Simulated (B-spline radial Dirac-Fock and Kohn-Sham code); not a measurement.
## Au: non-radiative channels of the L3 vacancy

System: neutral gold in the configuration [Xe] 4f14 5d10 6s1.

Model: one-electron (LDA, Dirac) transition rates at Dirac-Fock energies. Program: an atomic code on a B-spline grid. Kinetic energies are configuration averages from the vacuum level; the two-hole energies are estimated from single-hole states.

```
transition  kinetic energy (eV)  width (meV)  share (%)
   L3-M1M3               5677.1          114        3.0
   L3-M2M3               5946.0          196        5.1
   L3-M3M3               6352.3          240        6.2
   L3-M2M5               6481.3         97.8        2.5
   L3-M3M4               6804.7          268        7.0
   L3-M3M5               6895.4          369        9.6
   L3-M4M4               7254.0         39.8        1.0
   L3-M4M5               7338.8          762       19.9
   L3-M5M5               7426.9          490       12.8
   L3-M2N3               8175.6         31.2        0.8
   L3-M3N1               8362.2         28.6        0.7
   L3-M3N2               8480.9         44.0        1.1
   L3-M3N3               8581.8         92.4        2.4
   L3-M3N4               8775.9         53.6        1.4
   L3-M3N5               8794.9         71.9        1.9
   L3-M5N2               9023.2         19.9        0.5
   L3-M4N3               9037.6         39.4        1.0
   L3-M5N3               9123.5         61.9        1.6
   L3-M4N5               9251.3          109        2.8
   L3-M5N4               9318.0          133        3.5
   L3-M5N5               9337.7          160        4.2
   L3-M5N6               9590.9         29.3        0.8
   L3-M5N7               9595.9         25.9        0.7
   L3-N4N5              11192.6         19.8        0.5
```

The listed channels hold 91 % of the non-radiative rate. Summed by principal shells, of 3.84 eV in all: LMM 68.3 %, LMN 25.9 %, LMO 2.9 %, LNN 2.3 %, LNO 0.5 %.

Values without a named source are computed, but for edge energies of neutral atoms, which are taken from tables.
